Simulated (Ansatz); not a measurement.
Program: Ansatz. Geometries: PBE0-D4/def2-TZVP. ΔE: electronic, gas phase. CBS: MP2 limit from def2 TZ/QZ plus the TZ coupled-cluster correction, frozen cores. DFT in def2-TZVPP. For Sc, Se outer-core shells are correlated without core-valence functions, which leaves a few kJ/mol of doubt a bond. Scalar relativity is left out up to krypton. Each species was taken in one conformer, which may not be the lowest.

Reaction (redistribution): `F[SiH]([SeH])O[SiH3]` + `[CH3][Sc]([F])[F]` → `C[SiH](F)[SeH]` + `[F][Sc]([F])[O][SiH3]`

`F[SiH]([SeH])O[SiH3]`:

Z-matrix (Å, degrees):
```
Si
Se 1 2.265
O 1 1.615 2 112.5
F 1 1.589 2 110.3 3 -119.1
H 1 1.474 2 107.8 3 122.6
H 2 1.470 1 91.9 3 60.2
Si 3 1.645 1 144.4 2 4.8
H 7 1.485 3 109.9 1 -50.9
H 7 1.481 3 107.4 1 -170.5
H 7 1.483 3 109.9 1 69.8
```

`[CH3][Sc]([F])[F]`:

```xyz
7

C     0.852    0.492    0.196
Sc   -1.002   -0.557   -0.246
F    -2.358   -0.469    0.999
F    -1.110   -1.506   -1.822
H     1.442    0.711   -0.702
H     0.681    1.440    0.722
H     1.494   -0.111    0.853
```

`C[SiH](F)[SeH]`:

Z-matrix (Å, degrees):
```
C
Si 1 1.852
H 1 1.092 2 110.4
H 1 1.092 2 110.8 3 120.1
H 1 1.093 2 110.2 3 -120.1
F 2 1.602 1 107.7 3 176.8
Se 2 2.267 1 112.6 3 -60.7
H 2 1.482 1 113.7 3 58.2
H 7 1.469 2 92.9 1 -44.3
```

`[F][Sc]([F])[O][SiH3]`:

Cartesian coordinates in Å:
```
F -1.759 -1.033 -2.571
Sc -0.693 0.261 -1.807
F -0.284 1.788 -2.753
O -0.024 0.022 -0.067
Si 0.554 -0.205 1.445
H -0.540 -0.649 2.349
H 1.129 1.060 1.975
H 1.617 -1.245 1.429
```

Question: Is it downhill or uphill in electronic energy at CCSD(T)/CBS, and by how much? (An estimate is asked.)

Answer: Computed: Downhill: ΔE = -98.4 kJ/mol.

Question: What do these levels give: PBE-D4, revPBE-D4, CAM-B3LYP-D4, r2SCAN0, CCSD(T)/def2-SVP, MP2/def2-QZVPP? (An estimate is asked.)

Answer: Computed: PBE-D4 -105.7, revPBE-D4 -105.1, CAM-B3LYP-D4 -98.9, r2SCAN0 -98.9, CCSD(T)/def2-SVP -130.8, MP2/def2-QZVPP -101.9 kJ/mol.

Largest T1 diagnostic among the species: 0.016.

Leaving LDA and LC-ωPBE aside and taking each functional with its dispersion term where it has one, the values, not all of them listed here, spread over 11.2 kJ/mol, from PBE-D4 to BHLYP-D4. At CCSD(T), def2-SVP lies −32.4 kJ/mol from the extrapolated value and def2-TZVPP −2.2 kJ/mol. In def2-TZVPP, CCSD(T) changes the Hartree–Fock value by −6.8 kJ/mol (the triples alone add −1.8 kJ/mol) and MP2 by −9.8 kJ/mol.
